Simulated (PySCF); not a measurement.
Si(H)2(OMe)(PH2) (CH₇OPSi), SMILES CO[SiH2]P. Atoms are numbered in the order given.

```xyz
11

Si     0.1932     0.8848    -0.1987
P      1.4988    -0.8402     0.5246
O     -1.2703     0.2995    -0.7381
C     -2.1783    -0.4306     0.0556
H      0.7725     1.6366    -1.3413
H      0.0123     1.7962     0.9748
H      2.5901     0.0333     0.8289
H      1.9868    -1.1599    -0.7797
H     -2.5545     0.1682     0.9066
H     -3.0386    -0.7177    -0.5684
H     -1.7231    -1.3529     0.4624
```
Charge 0, spin multiplicity 1.

Geometry optimised at B3LYP-D3(BJ)/def2-SVP. One conformer was computed; it need not be the lowest.

Two levels are set side by side: PBE/pcSseg-1 (PySCF) and KT2/pcSseg-1 (PySCF). GIAO shifts against H2O (¹⁷O), PH3 (³¹P), TMS (²⁹Si), TMS (¹H), TMS (¹³C) at the same level; non-relativistic, no solvent, atoms listed together averaged. Differences are taken from unrounded values.

| quantity | KT2 | PBE | PBE minus KT2 |
|---|---|---|---|
| δ(²⁹Si) of Si1 (ppm) | -1.5 | -2.6 | -1.2 |
| δ(³¹P) of P2 (ppm) | 2.7 | 3.0 | 0.3 |
| δ(¹⁷O) of O3 (ppm) | 12.9 | 17.7 | 4.8 |
| δ(¹³C) of C4 (ppm) | 57.4 | 58.1 | 0.7 |

Rough cost on one machine, each run with all the roots and properties that it gave: KT2 against PBE within a factor of 2.
